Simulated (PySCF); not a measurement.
Peak assignment

Atoms are numbered as in `[CH2:1]=[CH:2][P@@:3](=[O:4])([OH:5])[C:6]([F:7])([F:8])[C:9]([F:10])([F:11])[F:12]`; H(Xn) means a hydrogen on atom n. Ha(C1) is cis to P3; Hb(C1) is trans to P3.

[PySCF: NMR shieldings at PBE0/pcSseg-1/GIAO; geometry from GFN2-xTB; no relativistic terms; single conformer; averaged over atoms made equivalent by symmetry, fast rotation or ring inversion; no solvent model]

Scale: 13C and 1H against TMS (reference shieldings calculated alike).

**Question.** Assign these signals to the numbered atoms. 13C{1H} NMR (computed): δ 148.8 (CH2), 133.9 (CH), 128.4 (C), 119.9 (C).

**Answer.** 
| δ (ppm) | atoms | environment | reason |
| --- | --- | --- | --- |
| 148.8 | C1 | terminal =CH2 carbon | the olefinic region |
| 133.9 | C2 | alkene CH | an sp2 carbon of a C=C bond |
| 128.4 | C9 | CF3 carbon | 3 electronegative neighbours deshield it |
| 119.9 | C6 | fully substituted sp3 carbon bonded to 2 F and P | 2 electronegative neighbours deshield it |

**Question.** Assign these signals to the numbered atoms. 1H NMR (300 MHz, computed): δ 6.96 (m, 1H), 6.86 (m, 1H), 6.63 (m, 1H), 3.54 (br s, 1H).

**Answer.** 
| δ (ppm) | atoms | environment | reason |
| --- | --- | --- | --- |
| 6.96 | Ha(C1) | hydrogen on a terminal =CH2 carbon | attached to an sp2 carbon and in the plane of the double bond |
| 6.86 | Hb(C1) | hydrogen on a terminal =CH2 carbon | – |
| 6.63 | H(C2) | hydrogen on an alkene CH | attached to an sp2 carbon and in the plane of the double bond |
| 3.54 | H(O5) | hydrogen on an oxygen bonded to P | exchangeable, gas-phase position |

Ha(C1) and Hb(C1) lie closer than the usual error of such a calculation, so a measured spectrum could show them in the other order.

Exchangeable OH/NH protons stand at their gas-phase positions; hydrogen bonding in a real sample shifts them, mostly to higher δ. Splittings by 19F and 31P in the carbon and heteronuclear signals aren't shown, as no couplings were computed. Shifts are as computed. Against solution values, carbons near 30 ppm lie about +3 ppm off and those near 130 ppm about +5 ppm. Of 1211 compounds with measured shifts, 218 miss one by over three times the rms of a fit or turn the order of signals round; such compounds aren't used in these exercises. Multiplicities follow the n + 1 count of equivalent neighbours, as no J values were calculated; m marks all less simple cases, F and P coupling included.
